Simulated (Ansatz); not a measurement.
C₂H₅FOSi, SMILES `C=C(F)O[SiH3]`, relaxed with RKS PBE-D4/def2-SVP in Ansatz 0.2.0 from a rough embedded geometry. The force threshold is 0.03 eV/Å; the program also tests the step.

The species carries charge 0 and has multiplicity 1.

Start:

```xyz
10

C     0.884    1.389    1.254
C     0.449    0.673    0.275
F     0.856    1.008   -0.938
O    -0.368   -0.408    0.414
Si   -0.870   -1.346   -0.804
H     1.491    2.299    1.120
H     0.548    1.211    2.282
H    -1.735   -2.423   -0.357
H     0.355   -1.903   -1.482
H    -1.610   -0.501   -1.765
```

Question: By how much does the energy fall, and how many steps does the optimiser take? (An estimate is asked.)

Answer: The calculation gave: 10.30 kcal/mol, in 7 steps.

Question: Which bonds change most? (Best estimate.)

Answer: The calculation gave: O4–Si5 from 1.617 to 1.714 Å; C1–C2 from 1.289 to 1.342 Å; Si5–H8 from 1.452 to 1.495 Å; C2–F3 from 1.323 to 1.358 Å.

Question: Give the relaxed structure. (An estimate is asked.)

Answer: The calculation gave: 
```xyz
10

C     0.879    1.456    1.339
C     0.442    0.695    0.323
F     0.797    0.958   -0.961
O    -0.361   -0.370    0.417
Si   -0.851   -1.348   -0.903
H     1.534    2.310    1.134
H     0.575    1.215    2.364
H    -1.709   -2.386   -0.253
H     0.338   -1.979   -1.566
H    -1.645   -0.549   -1.894
```
